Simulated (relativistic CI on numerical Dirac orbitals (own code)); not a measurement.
**d3 in a ligand field**

Computed with a parametric ligand-field model of a d^n configuration (Racah B and C, spin-orbit zeta, crystal field), exact diagonalisation.

Field parameters in Wybourne normalisation: Oh B⁴₀ = 21Dq, B⁴₄ = √(5/14) B⁴₀. The field is a parameter set, without covalency, and values of 10Dq over about 45,000 cm⁻¹ lie beyond real compounds.

B = 1020 cm⁻¹, C = 4370 cm⁻¹ (C/B = 4.28), Oh, no spin-orbit coupling. Tanabe-Sugano data, E/B above the lowest term (Δ = |10Dq|; b, c mark the second and third term of a kind):

```csv
Δ/B,4A2,4T2,4T1,4T1(b),2E,2T1,2T2
1.0,0.00,1.00,1.79,16.21,17.75,17.82,18.20
5.0,0.00,5.00,8.68,21.32,19.01,19.71,22.84
9.0,0.00,9.00,15.00,27.00,19.45,20.35,25.95
13.0,0.00,13.00,20.68,33.32,19.73,20.67,27.68
17.0,0.00,17.00,25.79,40.21,19.93,20.87,28.89
21.0,0.00,21.00,30.51,47.49,20.09,21.01,29.82
25.0,0.00,25.00,35.00,55.00,20.22,21.12,30.56
29.0,0.00,29.00,39.34,62.66,20.34,21.20,31.17
33.0,0.00,33.00,43.58,70.42,20.44,21.26,31.67
37.0,0.00,37.00,47.77,78.23,20.52,21.32,32.09
41.0,0.00,41.00,51.91,86.09,20.60,21.36,32.44
45.0,0.00,45.00,56.03,93.97,20.66,21.40,32.74
```

The ground term stays 4A2.
